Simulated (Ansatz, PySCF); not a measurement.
Reaction (SMILES): [C-]=[OH+] (CHO) → [CH]=O
Structures are relaxed separately at B3LYP-D3(BJ)/def2-TZVP in Ansatz (a program for electronic structure).

Property: isomerisation energy (electronic energy difference), in eV. Correlated levels leave the core frozen unless marked. UHF or UKS for open shells. No spin-orbit coupling. No relativistic terms. Basis-set limits of correlation are two-point, X^-3; Hartree-Fock from the larger set.

| level | program | isomerisation energy (eV) |
|---|---|---|
| HF/cc-pVDZ | Ansatz | -1.40 |
| HF/aug-cc-pVTZ | Ansatz | -1.40 |
| BLYP/def2-TZVPD | Ansatz | -1.89 |
| M06-L/def2-TZVPD | PySCF | -1.97 |
| PBE0/6-31G* | Ansatz | -1.94 |
| TPSSh-D4/def2-TZVPD | PySCF + dftd4 | -1.86 |
| TPSSh/def2-TZVPD | PySCF | -1.86 |

### Question
Estimate the value at CCSD(T)/CBS(aug-cc-pVTZ,aug-cc-pVQZ) as computed with Ansatz.

### Answer
-1.80 eV
